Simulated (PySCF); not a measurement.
A structure optimised at B3LYP-D3(BJ)/def2-SVP, used in a PySCF frequency run:

```xyz
10

B     -0.0621     0.8230     0.0000
O      0.7103     1.9499     0.0000
H      0.2288     2.7852     0.0000
O     -1.4301     0.8018     0.0000
H     -1.8568     1.6669     0.0000
S      0.8390    -0.7619     0.0000
C     -0.5472    -1.9588     0.0000
H     -1.1716    -1.8376    -0.8950
H     -0.1008    -2.9622     0.0000
H     -1.1716    -1.8376     0.8950
```
Charge 0, spin multiplicity 1.

Q: Write its SMILES, formula and point group.

A: CSB(O)O, CH5BO2S, Cs

Q: What are its rotational constants (standard atomic weights)?

A: 6.7666, 2.9555, 2.0844 GHz
